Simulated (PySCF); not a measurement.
Vertical excitations of a molecule C₂H₇AlO from TDDFT-ωB97X/def2-SVPD (PySCF), as energy in eV (oscillator strength): 6.51 (0.000), 7.03 (0.163), 7.80 (0.037), 7.91 (0.052), 7.96 (0.041), 8.37 (0.031), 8.50 (0.133), 8.69 (0.023), 9.01 (0.023), 9.31 (0.039). Lowest triplet (TDA): 6.23 eV. Geometry optimised at TPSSh-D3(BJ)/def2-SVP. The values are those of a single conformer.

Question: Pick the molecule that these values belong to.
(A) [CH3][Al]([CH3])[OH]
(B) C[O][AlH][CH3]
(C) CC[O][AlH2]
(D) C[CH2][AlH][OH]

Answer: A, [CH3][Al]([CH3])[OH]
